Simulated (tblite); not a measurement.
C6H10ClFO.
SMILES with atom numbers: `[CH3:1][CH2:2][CH2:3][C@@:4]([CH3:5])([F:6])[C:7](=[O:8])[Cl:9]` (hydrogens: H10, H11, H12 on C1; H13, H14 on C2; H15, H16 on C3; H17, H18, H19 on C5)

A start from a force field or distance geometry was refined with GFN2-xTB geometry optimisation, gas phase (tblite). Values at the start:

```csv
coordinate,start
C1–C2,1.535 Å
C1–H10,1.102 Å
C2–C3,1.506 Å
C2–H13,1.077 Å
C2–H14,1.107 Å
C3–C4,1.498 Å
C3–H15,1.137 Å
C3–H16,1.110 Å
C4–C5,1.535 Å
C4–F6,1.372 Å
C4–C7,1.492 Å
C5–H17,1.097 Å
C7=O8,1.220 Å
C7–Cl9,1.753 Å
C1–C2–C3,106.8°
C2–C3–C4,114.8°
C3–C4–C5,106.5°
C3–C4–F6,114.6°
C3–C4–C7,114.7°
C4–C7–Cl9,117.9°
C5–C4–C7,105.7°
F6–C4–C7,106.3°
C2–C3–C4–C5,180°
C3–C4–C7–O8,-1°
```

Task: How do these coordinates change at the GFN2-xTB level?

Result: 
```json
{"coordinate": "C3–H15", "GFN2-xTB (Å or °)": "1.092", "change": "-0.045"}
{"coordinate": "C3–C4", "GFN2-xTB (Å or °)": "1.535", "change": "+0.037"}
{"coordinate": "C7=O8", "GFN2-xTB (Å or °)": "1.188", "change": "-0.032"}
{"coordinate": "C4–C7", "GFN2-xTB (Å or °)": "1.520", "change": "+0.028"}
{"coordinate": "C2–C3", "GFN2-xTB (Å or °)": "1.529", "change": "+0.023"}
{"coordinate": "C3–H16", "GFN2-xTB (Å or °)": "1.091", "change": "-0.019"}
{"coordinate": "C1–H10", "GFN2-xTB (Å or °)": "1.087", "change": "-0.015"}
{"coordinate": "C2–H13", "GFN2-xTB (Å or °)": "1.092", "change": "+0.015"}
{"coordinate": "C2–H14", "GFN2-xTB (Å or °)": "1.092", "change": "-0.015"}
{"coordinate": "C1–C2", "GFN2-xTB (Å or °)": "1.523", "change": "-0.012"}
{"coordinate": "C5–H17", "GFN2-xTB (Å or °)": "1.086", "change": "-0.011"}
{"coordinate": "C4–F6", "GFN2-xTB (Å or °)": "1.381", "change": "+0.009"}
{"coordinate": "C4–C5", "GFN2-xTB (Å or °)": "1.530", "change": "-0.005"}
{"coordinate": "C7–Cl9", "GFN2-xTB (Å or °)": "1.748", "change": "-0.005"}
{"coordinate": "C3–C4–F6", "GFN2-xTB (Å or °)": "108.7", "change": "-5.9"}
{"coordinate": "C3–C4–C5", "GFN2-xTB (Å or °)": "112.4", "change": "+5.9"}
{"coordinate": "C3–C4–C7", "GFN2-xTB (Å or °)": "109.2", "change": "-5.5"}
{"coordinate": "C1–C2–C3", "GFN2-xTB (Å or °)": "111.1", "change": "+4.3"}
{"coordinate": "F6–C4–C7", "GFN2-xTB (Å or °)": "110.3", "change": "+4.0"}
{"coordinate": "C4–C7–Cl9", "GFN2-xTB (Å or °)": "114.5", "change": "-3.4"}
{"coordinate": "C5–C4–C7", "GFN2-xTB (Å or °)": "108.3", "change": "+2.6"}
{"coordinate": "C2–C3–C4", "GFN2-xTB (Å or °)": "112.4", "change": "-2.4"}
{"coordinate": "C3–C4–C7–O8", "GFN2-xTB (Å or °)": "59", "change": "+60"}
{"coordinate": "C2–C3–C4–C5", "GFN2-xTB (Å or °)": "-178", "change": "+2"}
```

The energy falls by 14.1 kcal/mol over 127 L-BFGS steps, the largest force on an atom goes from 3.35 to 0.009 eV/Å, and the atoms move by 0.534 Å rms after alignment. The bond that changes most is C3–H15 (chain CH2 carbon to methylene hydrogen), which shortens by 0.045 Å. Bonds longer at the end by more than 0.005 Å: 5 of 18; shorter: 12. Among the dihedrals that turn most is C3–C4–C7–O8, from -1° to 59°. Rotational constants go from 2413, 825.0, 729.3 to 1710, 954.8, 845.8 MHz.

Time: 0.98 s. Hardware: one thread, Arm Neoverse V1 (aarch64) (shared host).

Its GFN2-xTB frequencies are all real (lowest 19 cm⁻¹). The numbers are those of one conformer. 3 starts were optimised and ended at 0.00, 0.00 and 0.80 kcal/mol (GFN2-xTB); the lowest of these is shown.

The numbers are calculated, not measured.
